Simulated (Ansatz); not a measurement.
System: H$_{4}$SiO$_{2}$, charge 0, singlet. H4SiO2 (dihydroxysilane, SMILES O[SiH2]O).
B3LYP-D3(BJ)/def2-TZVP minimum from Ansatz (an electronic-structure program):
```
Si
O 1 1.6467
H 2 0.9607 1 118.39
O 1 1.6467 2 113.45 3 -65.47
H 4 0.9607 1 118.39 2 -65.47
H 1 1.4758 2 111.52 3 51.38
H 1 1.4758 6 112.91 4 120.96
```
Charge 0, spin multiplicity 1.

Total energies in cc-pV(D+d)Z, 20 correlated electrons, 7 frozen orbitals. Radicals and triplets start from unrestricted determinants; spin-orbit coupling is neglected. Correlated methods leave the cores frozen. No relativity.

```json
[
 {"method": "HF", "program": "Ansatz", "energy (Eh)": "-441.08884", "minus CCSDT(Q) (mEh)": "515.91"},
 {"method": "MP2", "program": "Ansatz", "energy (Eh)": "-441.56753", "minus CCSDT(Q) (mEh)": "37.22"},
 {"method": "CCSD", "program": "Ansatz", "energy (Eh)": "-441.59283", "minus CCSDT(Q) (mEh)": "11.91"},
 {"method": "CCSD(T)", "program": "Ansatz", "energy (Eh)": "-441.60287", "minus CCSDT(Q) (mEh)": "1.87"},
 {"method": "CCSDT(Q)", "program": "Ansatz", "energy (Eh)": "-441.60474", "minus CCSDT(Q) (mEh)": "0.00"}
]
```

Rough core times of Ansatz's runs on a shared machine: CCSD(T) under 20 s, CCSDT(Q) 4 min.
